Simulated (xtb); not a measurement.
FK, singlet, from a rough starting geometry (GFN-xTB shapes and energies of metal compounds can be far from the true ones); GFN2-xTB in xtb 6.7.1.

The xtb input:
```
$ xtb mol.xyz --gfn 2 --opt vtight --json

# file mol.xyz
2

K     -0.53628424    -0.45433896    -0.74030674
F      0.56602905     0.42827781     0.75526663
```

What the program printed (banner, timings and long lists left out):

```
   ID    Z sym.   atoms
    1   19 K      1
    2    9 F      2

           -------------------------------------------------
          |                Calculation Setup                |
           -------------------------------------------------

           -------------------------------------------------
          |                 G F N 2 - x T B                 |
           -------------------------------------------------

          ...................................................
          :                      SETUP                      :
          :.................................................:
          :  # basis functions                   8          :
          :  # atomic orbitals                   8          :
          :  # shells                            4          :
          :  # electrons                         8          :
          :  max. iterations                   250          :
          :  Hamiltonian                  GFN2-xTB          :
          :  restarted?                      false          :
          :  GBSA solvation                  false          :
          :  PC potential                    false          :
          :  electronic temp.          300.0000000     K    :
          :  accuracy                    1.0000000          :
          :  -> integral cutoff          0.2500000E+02      :
          :  -> integral neglect         0.1000000E-07      :
          :  -> SCF convergence          0.1000000E-05 Eh   :
          :  -> wf. convergence          0.1000000E-03 e    :
          :  Broyden damping             0.4000000          :
          :  net charge                          0          :
          :  unpaired electrons                  0          :
          ...................................................

 iter      E             dE          RMSdq      gap      omega  full diag
   1     -4.9530370 -0.495304E+01  0.898E+00    0.52       0.0  T
   2     -4.9730664 -0.200294E-01  0.633E+00    2.56       1.0  T
   3     -4.9810816 -0.801519E-02  0.412E+00    1.28       1.0  T
   4     -4.8555870  0.125495E+00  0.906E+00    0.39       1.0  T
   5     -4.9744671 -0.118880E+00  0.292E+00    2.48       1.0  T
   6     -4.9790672 -0.460016E-02  0.169E+00    1.72       1.0  T
   7     -4.9793758 -0.308551E-03  0.158E+00    1.67       1.0  T
   8     -4.9808344 -0.145865E-02  0.100E+00    1.45       1.0  T
   9     -4.9809232 -0.887762E-04  0.960E-01    1.43       1.0  T
  10     -4.9819370 -0.101378E-02  0.949E-02    1.18       1.0  T
  11     -4.9819421 -0.510985E-05  0.495E-02    1.15       1.4  T
  12     -4.9819448 -0.273334E-05  0.106E-02    1.17       6.7  T
  13     -4.9819448  0.136076E-07  0.420E-03    1.17      16.8  T
  14     -4.9819448 -0.132645E-07  0.206E-03    1.17      34.4  T
  15     -4.9819448 -0.530511E-08  0.215E-04    1.17     328.4  T
  16     -4.9819448  0.923528E-11  0.120E-04    1.17     588.9  T

   *** convergence criteria satisfied after 16 iterations ***

         :::::::::::::::::::::::::::::::::::::::::::::::::::::
         ::                     SUMMARY                     ::
         :::::::::::::::::::::::::::::::::::::::::::::::::::::
         :: total energy              -4.977167056062 Eh    ::
         :: gradient norm              0.004630861067 Eh/a0 ::
         :: HOMO-LUMO gap              1.166265213963 eV    ::
         ::.................................................::
         :: SCC energy                -4.981944844921 Eh    ::
         :: -> isotropic ES            0.130805037657 Eh    ::
         :: -> anisotropic ES          0.005570494355 Eh    ::
         :: -> anisotropic XC          0.000014414827 Eh    ::
         :: -> dispersion             -0.000307832712 Eh    ::
         :: repulsion energy           0.004777788859 Eh    ::
         :: add. restraining           0.000000000000 Eh    ::
         :: total charge               0.000000000347 e     ::
[...]
 * total energy  :    -4.9771671 Eh     change       -0.1606271E-10 Eh
 * total energy  :    -4.9772275 Eh     change       -0.6044089E-04 Eh
 * total energy  :    -4.9772784 Eh     change       -0.5089410E-04 Eh
 * total energy  :    -4.9772789 Eh     change       -0.5136590E-06 Eh
 * total energy  :    -4.9772792 Eh     change       -0.3102744E-06 Eh
 * total energy  :    -4.9772792 Eh     change       -0.4031353E-10 Eh
   *** GEOMETRY OPTIMIZATION CONVERGED AFTER 6 ITERATIONS ***
[...]

   *** convergence criteria satisfied after 3 iterations ***

         :::::::::::::::::::::::::::::::::::::::::::::::::::::
         ::                     SUMMARY                     ::
         :::::::::::::::::::::::::::::::::::::::::::::::::::::
         :: total energy              -4.977279215047 Eh    ::
         :: gradient norm              0.000000241740 Eh/a0 ::
         :: HOMO-LUMO gap              1.161562817846 eV    ::
         ::.................................................::
         :: SCC energy                -4.983274466876 Eh    ::
         :: -> isotropic ES            0.132378706831 Eh    ::
         :: -> anisotropic ES          0.005563109403 Eh    ::
         :: -> anisotropic XC          0.000016479230 Eh    ::
         :: -> dispersion             -0.000308979470 Eh    ::
         :: repulsion energy           0.005995251828 Eh    ::
         :: add. restraining           0.000000000000 Eh    ::
         :: total charge               0.000000000387 e     ::
         :::::::::::::::::::::::::::::::::::::::::::::::::::::

           -------------------------------------------------
          |                Property Printout                |
           -------------------------------------------------

    * Orbital Energies and Occupations

         #    Occupation            Energy/Eh            Energy/eV
      -------------------------------------------------------------
         1        2.0000           -0.6050903             -16.4653
         2        2.0000           -0.3325251              -9.0485
         3        2.0000           -0.3303803              -8.9901
         4        2.0000           -0.3303803              -8.9901 (HOMO)
         5                         -0.2876936              -7.8285 (LUMO)
         6                         -0.1051601              -2.8616
         7                         -0.1051601              -2.8616
         8                          0.0616512               1.6776
      -------------------------------------------------------------
                  HL-Gap            0.0426866 Eh            1.1616 eV
             Fermi-level           -0.3086989 Eh           -8.4001 eV

     #   Z          covCN         q      C6AA      α(0)
     1  19 K        0.587     0.719   442.579    86.667
     2   9 F        0.587    -0.719    18.343     5.050

 Mol. C6AA /au·bohr⁶  :        568.104587
 Mol. C8AA /au·bohr⁸  :      90940.744445
 Mol. α(0) /au        :         91.716960

Wiberg/Mayer (AO) data.
largest (>0.10) Wiberg bond orders for each atom

 ---------------------------------------------------------------------------
     #   Z sym  total        # sym  WBO       # sym  WBO       # sym  WBO
 ---------------------------------------------------------------------------
     1  19 K    0.523 --     2 F    0.523
     2   9 F    0.523 --     1 K    0.523
 ---------------------------------------------------------------------------

Topologies differ in total number of bonds
Writing topology from bond orders to xtbtopo.mol

molecular dipole:
                 x           y           z       tot (Debye)
 q only:       -1.473      -1.179      -1.998
   full:       -1.689      -1.352      -2.291       8.010
molecular quadrupole (traceless):
                xx          xy          yy          xz          yz          zz
 q only:       -0.084       0.005       0.128      -0.115       0.049      -0.044
  q+dip:       -0.165       0.351      -0.078       0.454       0.525       0.243
   full:       -0.085      -0.048       0.181      -0.223      -0.016      -0.096

optimized geometry written to: xtbopt.xyz

           -------------------------------------------------
          | TOTAL ENERGY               -4.977279215047 Eh   |
          | GRADIENT NORM               0.000000241740 Eh/α |
          | HOMO-LUMO GAP               1.161562817846 eV   |
           -------------------------------------------------

normal termination of xtb
```
